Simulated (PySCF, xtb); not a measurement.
Te(Br)(Et) (C2H5BrTe), SMILES Br[Te]CC.

GFN2-xTB (xtb 6.7.1) at its own geometry gives an orbital gap of 3.09 eV and a dipole moment of 5.97 D.

Geometry: B3LYP-D3(BJ)/def2-SVP. The def2 effective core potentials stand for the cores of Te; spin–orbit coupling is left out. One conformer was computed; it need not be the lowest.

What does r2SCAN/def2-TZVP (PySCF) give? (An estimate is asked for; the answer gives what the named calculation found.)

gap 2.08 eV (levels -5.36 and -3.28 eV), dipole 2.60 D.
